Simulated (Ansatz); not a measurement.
Relaxation of CH₁₀OSiSn (14 atoms, charge 0, multiplicity 1), to a largest force component of 0.03 eV/Å in at most 50 steps.

All numbers below come from UKS B3LYP-D4/def2-SVP in Ansatz 0.2.0.

```xyz
14
Properties=species:S:1:pos:R:3
Sn -1.184 1.184 -0.168
O -0.756 -0.751 -0.628
C -0.684 -1.158 -1.970
H -2.593 1.596 -1.069
H 0.153 2.165 -0.620
H -1.455 1.151 1.519
H 0.983 -0.588 0.831
Si 1.693 -0.070 1.983
H -0.626 -2.264 -2.002
H -1.575 -0.864 -2.569
H 0.214 -0.765 -2.497
H 3.152 -0.375 1.886
H 1.528 1.415 2.066
H 1.148 -0.677 3.236
```

Q: Where does it end, and by what steps?

A: It converged. The force dipped under the threshold on the way, but the program's further checks kept it going. After 13 steps the energy has fallen by 0.084 eV; H7 moved furthest, 0.40 Å.

```
step  energy less start (eV)  largest force component (eV/Å)  accepted
   0                  0.0000                           0.794       yes
   1                 -0.0724                           0.187       yes
   2                 -0.0795                           0.084       yes
   3                 -0.0808                           0.041       yes
   4                 -0.0808                           0.085        no
   5                 -0.0815                           0.012       yes
   6                 -0.0824                           0.037       yes
   7                 -0.0829                           0.027       yes
   8                 -0.0827                           0.059        no
   9                 -0.0834                           0.019       yes
  10                 -0.0838                           0.055       yes
  11                 -0.0840                           0.049       yes
  12                 -0.0843                           0.031       yes
  13                 -0.0844                           0.018       yes
```

```xyz
14
Properties=species:S:1:pos:R:3
Sn -1.372 1.237 -0.280
O -0.969 -0.684 -0.691
C -0.684 -1.099 -2.001
H -2.805 1.661 -1.135
H -0.033 2.187 -0.798
H -1.580 1.232 1.417
H 1.049 -0.885 1.086
Si 1.847 -0.171 2.120
H -0.493 -2.187 -1.994
H -1.521 -0.919 -2.708
H 0.218 -0.612 -2.428
H 3.295 -0.499 1.978
H 1.665 1.302 1.952
H 1.384 -0.563 3.484
```

Time of the run: 84 s on 4 threads of Arm Neoverse N1, with other jobs on the host, peak memory 0.45 GiB.
